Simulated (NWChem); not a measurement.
## Lowest excitation of HFSSn

```
Sn
F 1 1.9568
S 1 2.4515 2 94.74
H 3 1.3533 1 91.84 2 180.00
```
Charge 0, spin multiplicity 1.

Program: NWChem. The geometry was optimised at PBE0/def2-SVP with def2 effective core potentials on Sn, a minimum by its harmonic frequencies. It is one conformer; others weren't searched.

Basis set: def2-SVPD.

Effective core potentials replace the inner electrons of Sn; spin-orbit coupling is left out. The correlated methods keep 10 core orbitals frozen. B3LYP has NWChem's definition, with VWN1-RPA local correlation. The structure started from a generated list of species. No row is a measurement; the coupled-cluster row has its own basis-set and correlation limits.

**Question.** For the lowest vertical singlet excitation energy, EOM-CCSD gives 3.86 eV and CIS gives 4.19 eV. What do TD-PBE, TD-B3LYP, TDA-LDA (SVWN5) give?

**Answer.** TD-PBE: 3.57 eV; TD-B3LYP: 3.65 eV; TDA-LDA (SVWN5): 3.63 eV.
